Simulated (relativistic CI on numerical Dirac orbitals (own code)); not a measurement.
**Mn⁶⁺: K-alpha X-ray emission**

Computed with this model: Dirac-Coulomb-Breit CI, KLI orbitals optimised for each configuration, a model potential for QED, valence Slater integrals scaled by 0.8, multiplet model of X-ray emission after core ionisation; configurations [Ar] 3d → 1s 2s2 2p6 3s2 3p6 3d → [He] 2s2 2p5 3s2 3p6 3d; 300 K; Lorentzian 2.52 eV and Gaussian 0.6 eV FWHM. Energies are those of the free ion, without screening or charge transfer. S is read from ⟨S²⟩ = S(S + 1).

Field parameters in Wybourne normalisation: D4h B²₀ = −7Ds, B⁴₀ = 21(Dq − Dt), B⁴₄ = 21√(5/14) Dq; Td as Oh with Dq negative (B⁴₀ = 21Dq, B⁴₄ = √(5/14) B⁴₀). The field is a parameter set, without covalency.

Computed curve for free ion, scaled to 100 at the maximum (points under 2 are left out and the grid is thinned):

Energy (eV), Intensity and a bar:
```
   5874.2        2.1 
   5874.6        2.3 
   5875.4        2.8 
   5875.8        3.1 
   5876.2        3.5 
   5877.0        4.6 #
   5877.4        5.5 #
   5877.8        6.6 #
   5878.2        8.1 ##
   5879.0       13.1 ###
   5879.4       17.0 #####
   5879.8       21.6 ######
   5880.6       26.8 ########
   5881.0       25.3 #######
   5881.4       23.0 ######
   5882.2       22.5 ######
   5882.6       25.6 #######
   5883.0       31.0 #########
   5883.4       37.9 ###########
   5884.2       43.7 #############
   5884.6       38.4 ###########
   5885.0       30.8 #########
   5885.8       18.9 #####
   5886.2       15.6 ####
   5886.6       13.5 ####
   5887.4       11.6 ###
   5887.8       11.6 ###
   5888.2       12.1 ###
   5889.0       15.0 ####
   5889.4       17.4 #####
   5889.8       19.8 #####
   5890.2       21.7 ######
   5891.0       25.4 #######
   5891.4       29.3 ########
   5891.8       35.6 ##########
   5892.6       58.1 #################
   5893.0       73.1 ######################
   5893.4       87.1 ##########################
   5894.2      100.0 ##############################
   5894.6       94.5 ############################
   5895.0       83.6 #########################
   5895.8       58.5 #################
   5896.2       46.3 ##############
   5896.6       35.7 ##########
   5897.0       27.4 ########
   5897.8       17.0 #####
   5898.2       13.8 ####
   5898.6       11.4 ###
   5899.4        8.2 ##
   5899.8        7.1 ##
   5900.2        6.2 #
   5901.0        4.9 #
   5901.4        4.3 #
   5901.8        3.9 #
   5902.2        3.6 
   5903.0        3.0 
   5903.4        2.7 
   5903.8        2.5 
   5904.6        2.2 
   5905.0        2.0
```

The ground state has S = 0.50, and the centroid lies at 5890.42 eV.
